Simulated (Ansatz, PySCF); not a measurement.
Dimer: NH3 (SMILES N) (first 4 atoms) with C2H6O (SMILES CCO); geometry from B3LYP-D3(BJ)/def2-TZVP, rigid monomers moved along the line of their centres of mass till N1···H13 is 1.77 Å.
(charge 0, multiplicity 1):
```xyz
13

N      0.02759    -0.06640     0.46095
H     -0.92042    -0.34525     0.23492
H      0.27489     0.70252    -0.15197
H      0.63870    -0.84438     0.23991
C     -0.11319    -1.25433     4.02940
C     -0.49533     0.20976     3.85282
O      0.38873     0.90984     2.99945
H     -0.78531    -1.75240     4.73356
H      0.90776    -1.33681     4.40626
H     -0.16698    -1.78748     3.07689
H     -1.53096     0.28064     3.48971
H     -0.46179     0.72069     4.81797
H      0.28231     0.55983     2.09353
```

Interaction energies are E(AB) − E(A) − E(B) at the monomers' geometry in the complex; basis-set methods are counterpoise corrected.

Frozen-core correlation.

Codes used: Ansatz (Gaussian orbitals); PySCF for the dispersion terms. Each number belongs to the level named beside it.

PBE/def2-TZVPPD gives -5.98 kcal/mol for the interaction energy.

How do the other levels lie against it? Give each less PBE: PBE-D3(BJ)/def2-TZVPPD, r2SCAN/def2-TZVPPD, B3LYP/def2-TZVPPD, wB97M-V/def2-TZVPPD, MP2/aug-cc-pVDZ, CCSD(T)/aug-cc-pVDZ.

PBE-D3(BJ)/def2-TZVPPD -1.10; r2SCAN/def2-TZVPPD -0.30; B3LYP/def2-TZVPPD 1.27; wB97M-V/def2-TZVPPD 0.10; MP2/aug-cc-pVDZ 0.92; CCSD(T)/aug-cc-pVDZ 1.23 kcal/mol. 4 of 6 lie above PBE; the widest gap is to B3LYP/def2-TZVPPD.

Ansatz is a quantum-chemistry and plane-wave program.
